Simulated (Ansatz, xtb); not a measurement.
**Isomers of B2Cl2H4O2 in order of energy**

7 gas-phase structures of B2Cl2H4O2, from a drawn sample of its isomers (lower ones may exist). Each was relaxed with GFN2-xTB; where two conformers were screened, the lower at r2SCAN-D4/def2-SVP is listed:

A. `[H]/[O+]=[B-](/Cl)[OH+][BH2-]Cl`, a singlet
B. `Cl[B@H-]1[OH+][B@H-](Cl)[OH+]1`, a singlet
C. `[H]/[O+]=[B-](\Cl)[OH+][BH2-]Cl`, a singlet
D. `Cl[B@H-]1[OH+][B@@H-](Cl)[OH+]1`, a singlet
E. `[OH2+][BH2-][O+]=[B-](Cl)Cl`, a singlet
F. `[OH2+][B@H-](Cl)/[O+]=[BH-]\Cl`, a singlet
G. `[H]/[O+]=[BH-]\[OH+][BH-](Cl)Cl`, a singlet

Task: Estimate their order in r2SCAN-D4/def2-SVP energy at these geometries, lowest first.

Result: Calculated order at r2SCAN-D4/def2-SVP: G (0.0), B (1.5), D (1.8), F (8.8), A (16.9), E (21.4), C (23.0) kJ/mol. Less than 1 kcal/mol parts G and B; B and D; E and C, so the order within those pairs means little.

Energies above the lowest of each column, in kJ/mol; the last columns are at PBE0-D4/def2-SVP geometries and were run for some of them only (a dash: not run or not comparable):

| structure | GFN2-xTB | HF/STO-3G | r2SCAN-D4/def2-SVP | PBE0-D4/def2-SVP | CCSD(T)/def2-SVP + ΔMP2/def2-TZVPP |
| --- | --- | --- | --- | --- | --- |
| G | 6.2 | 81.8 | 0.0 | 0.0 | 0.0 |
| B | 35.1 | 0.0 | 1.5 | 0.1 | 0.7 |
| D | 37.6 | 2.8 | 1.8 | 0.1 | 1.1 |
| F | 0.0 | 97.5 | 8.8 | – | – |
| A | 29.6 | 119.5 | 16.9 | – | – |
| E | 19.3 | 118.7 | 21.4 | – | – |
| C | 33.2 | 125.3 | 23.0 | – | – |

CCSD(T)/def2-SVP + ΔMP2/def2-TZVPP puts G lowest of those it was run on, with B and D within 1 kcal/mol; GFN2-xTB picks F. Some further structures that were screened fall inside this span and aren't listed. Flexible structures stand in one conformer each, not always the lowest. Frequencies (GFN2-xTB) were run for B, D, G alone. ΔMP2 is the change of the MP2 energy from the smaller to the larger basis.

Over these structures GFN2-xTB departs from r2SCAN-D4/def2-SVP by 12.7 kJ/mol on average once a common shift is removed. A GFN2-xTB relaxation took about 0.13 s and the r2SCAN-D4/def2-SVP energy about 2.4 s on a shared host (Ansatz 0.2.0, xtb 6.7.1).
